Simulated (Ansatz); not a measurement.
`BN([SiH3])CC` + `[CH2]1[NH][AlH]1` → `[SiH3][N]1[CH2][AlH]1` + `BNCC` at 500 K and 1 bar (ligand exchange at the Si–N bond).

Calculated with Ansatz (gas phase, PBE0-D4/def2-TZVP geometries, no zero-point term in ΔE). CBS: MP2 limit from def2 TZ/QZ plus the TZ coupled-cluster correction, frozen cores. One conformer a species, not always the lowest.

```
                species  CCSD(T)/CBS energy (Eh)  H − E (kJ/mol)  S (J/(mol·K))
         `BN([SiH3])CC`               -450.74134           368.4          431.3
     `[CH2]1[NH][AlH]1`               -337.12157           155.2          310.9
`[SiH3][N]1[CH2][AlH]1`               -627.42841           210.0          388.7
                 `BNCC`               -160.44809           315.3          355.2
```

H − E and S are ideal-gas, rigid-rotor, harmonic terms from PBE0-D4/def2-TZVP, for one conformer and one mirror image of each species. 1 Eh = 2625.50 kJ/mol, R = 8.31446 J/(mol·K).

**Question.** By hand: ΔE, ΔH, ΔS and ΔG.

**Answer.** ΔE = (-627.42841) + (-160.44809) − (-450.74134) − (-337.12157) = -0.01359 Eh = -35.7 kJ/mol. Δ(H − E) = 210.0 + 315.3 − 368.4 − 155.2 = 1.7, so ΔH = -34.0 kJ/mol. ΔS = 388.7 + 355.2 − 431.3 − 310.9 = 1.7 J/(mol·K). ΔG = -34.0 − 500 × (1.7)/1000 = -34.9 kJ/mol.

**Question.** By hand: the equilibrium constant, and the temperature at which ΔG would vanish if ΔH and ΔS stayed fixed.

**Answer.** log₁₀ K = −ΔG/(RT ln 10) = 3.6. ΔH and −TΔS have one sign here, so there is no such temperature.

The number of gas molecules stays the same, so ΔS is small and ΔH decides. A doubt of 5 kJ/mol in ΔE shifts log₁₀ K by 0.5 here. Other conformers and mirror images would add mixing entropy, several J/(mol·K) or more a flexible species. Modes under 60 cm⁻¹, often nearly free rotors, make the harmonic entropy too high. These are equilibria of isolated gas molecules and say nothing of rates. Largest T1 diagnostic: 0.015 (customary marks: 0.02 for closed shells, 0.045 for open ones).

ΔS is within the doubt of such terms, so its sign, and with it that verdict, could turn.
